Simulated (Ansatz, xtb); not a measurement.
**Isomers of C6H4FNS in order of energy**

4 gas-phase structures of C6H4FNS, from a drawn sample of its isomers (lower ones may exist). Each was relaxed with GFN2-xTB:

A. `Fc1csc2cc[nH]c12`, a singlet
B. `Fc1cc2sccc2[nH]1`, a singlet
C. `CC#Cc1sncc1F`, a singlet
D. `Fc1cc2[nH]ccc2s1`, a singlet

Problem. Which do you expect lowest at r2SCAN-D4/def2-SVP, and how would the others follow?

Solution. Calculated order at r2SCAN-D4/def2-SVP: B (0.0), A (1.3), D (3.0), C (43.6) kcal/mol.

Energies above the lowest of each column, in kcal/mol; the last columns are at PBE0-D3(BJ)/def2-SVP geometries and were run for some of them only (a dash: not run or not comparable):

```
structure  GFN2-xTB  HF/STO-3G  r2SCAN-D4/def2-SVP  PBE0-D3(BJ)/def2-SVP  CCSD(T)/def2-SVP + ΔMP2/def2-TZVPP
        B       0.0        0.0                 0.0                   0.0                                 0.0
        A       1.3        2.6                 1.3                   1.4                                 0.4
        D       2.4        0.5                 3.0                   3.2                                 2.6
        C      38.5       44.2                43.6                     –                                   –
```

Every level run on B puts it lowest or level with the lowest. Frequencies (GFN2-xTB) were run for A, B, D alone. ΔMP2 is the change of the MP2 energy from the smaller to the larger basis.

Over these structures GFN2-xTB departs from r2SCAN-D4/def2-SVP by 1.8 kcal/mol on average once a common shift is removed. A GFN2-xTB relaxation took about 0.056 s and the r2SCAN-D4/def2-SVP energy about 1.8 s on a shared host (Ansatz 0.2.0, xtb 6.7.1).
